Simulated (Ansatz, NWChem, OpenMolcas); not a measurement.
# InNH3 (SMILES [NH2][InH]): the vertical ionisation energy, rung by rung

InNH3: 5 atoms, total charge 0, spin state doublet. SMILES: `[NH2][InH]`. The coordinates come from a PBE0-D4/def2-TZVP relaxation. This is one conformer, not always the lowest.

Quantity: the vertical ionisation energy (to the singlet cation), in eV. The values are calculated.

```tsv
level	kind	program	value (eV)	less CCSD(T)/def2-SVP	CPU time (all runs)
UHF/def2-SVP (core potential)	Hartree–Fock	OpenMolcas	7.42	+0.02	4.8 s
UBLYP/def2-SVP (core potential)	GGA	Ansatz	7.48	+0.08	8.1 s
UM06-L/def2-SVP (core potential)	meta-GGA	OpenMolcas	7.43	+0.03	37 s
U-r2SCAN0/def2-SVP (core potential)	hybrid meta-GGA	Ansatz	7.88	+0.48	20 s
UBHLYP/def2-SVP (core potential)	global hybrid	Ansatz	7.75	+0.35	9.8 s
UPBE-QIDH/def2-SVP (core potential)	double hybrid	Ansatz	7.69	+0.29	12 s
UCCSD(T)/def2-SVP (core potential)	coupled cluster or CI	NWChem	7.40	0.00	86 s
UCCSD/def2-SVP (core potential)	coupled cluster or CI	Ansatz	7.43	+0.03	14 s
```

Differences are taken from UCCSD(T)/def2-SVP (core potential) for orientation; it has basis-set and higher-order errors of its own. Spin-orbit coupling is left out. The values span 7.40 to 7.88 eV. In the correlated wave-function rows the outer d shell of In is correlated, in sets not made for it. The second state's dipole differs much between rows, so they may not all be the same state. Times are those of the runs behind each value, whatever else they computed, on shared processors of several kinds: orders of magnitude only.
